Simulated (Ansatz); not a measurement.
`[F][Ge][O][SiH3]` + `[SiH3]N[SiH3]` → `[F][Ge][N]([SiH3])[SiH3]` + `O[SiH3]` at 600 K and 1 bar (ligand exchange at a Ge–O bond).

Gas-phase electronic energies from Ansatz, PBE0-D4/def2-TZVP geometries. CBS: MP2 limit from def2 TZ/QZ plus the TZ coupled-cluster correction, frozen cores. This one scheme is used for every species. For Ge outer-core shells are correlated without core-valence functions, which leaves a few kJ/mol of doubt a bond. Scalar relativity is left out up to krypton. One conformer a species, not always the lowest.

```tsv
species	CCSD(T)/CBS energy (Eh)	H − E (kJ/mol)	S (J/(mol·K))
`[F][Ge][O][SiH3]`	-2542.06230	132.8	416.9
`[SiH3]N[SiH3]`	-637.10515	230.1	420.5
`[F][Ge][N]([SiH3])[SiH3]`	-2812.46809	227.5	495.3
`O[SiH3]`	-366.69042	135.7	307.9
```

H − E and S are ideal-gas, rigid-rotor, harmonic terms from PBE0-D4/def2-TZVP, for one conformer and one mirror image of each species. 1 Eh = 2625.50 kJ/mol, R = 8.31446 J/(mol·K).

Q: By hand: ΔE, ΔH, ΔS and ΔG.

A: ΔE = (-2812.46809) + (-366.69042) − (-2542.06230) − (-637.10515) = 0.00894 Eh = 23.5 kJ/mol. Δ(H − E) = 227.5 + 135.7 − 132.8 − 230.1 = 0.3, so ΔH = 23.8 kJ/mol. ΔS = 495.3 + 307.9 − 416.9 − 420.5 = -34.2 J/(mol·K). ΔG = 23.8 − 600 × (-34.2)/1000 = 44.3 kJ/mol.

Q: By hand: the equilibrium constant, and the temperature at which ΔG would vanish if ΔH and ΔS stayed fixed.

A: log₁₀ K = −ΔG/(RT ln 10) = -3.9. ΔH and −TΔS have one sign here, so there is no such temperature.

TΔS isn't small against ΔH here. A doubt of 5 kJ/mol in ΔE shifts log₁₀ K by 0.4 here. Other conformers and mirror images would add mixing entropy, several J/(mol·K) or more a flexible species. Modes under 60 cm⁻¹, often nearly free rotors, make the harmonic entropy too high. These are equilibria of isolated gas molecules and say nothing of rates. Largest T1 diagnostic: 0.015 (customary marks: 0.02 for closed shells, 0.045 for open ones).
